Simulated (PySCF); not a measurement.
Computed IR spectrum (relative IR intensity) of a molecule C3H11ClSi2. Geometry optimised at PBE-D3(BJ)/def2-SVP. One conformer was computed; it need not be the lowest. Computed with PBE-D3(BJ)/def2-SVP in PySCF 2.14.0. Frequencies are harmonic and unscaled.

Lines under 2 % of the strongest are left out, and lines within 2 cm⁻¹ are merged.

```
ν (cm⁻¹)  relative intensity
--------  ------------------
386                      5.5
434                      3.1
524                       37
571                      9.4
622                       18
653                       24
672                       20
692                       20
749                       71
770                       58
850                       78
859                       19
898                       37
945                      2.1
954                       12
1017                     9.9
1212                     6.3
1380                     2.5
1383                     4.0
1423                     2.6
1427                     5.1
2131                      60
2135                      16
2142                     100
2964                      15
2979                     6.8
3050                      12
3052                      10
```

Question: Pick the molecule that these values belong to.
(A) [SiH3]C[SiH2]CCCl
(B) CC[Si@H](Cl)[SiH2]C
(C) [SiH3]C([SiH3])CCCl
(D) C[C@H](Cl)C([SiH3])[SiH3]

Answer: B, CC[Si@H](Cl)[SiH2]C
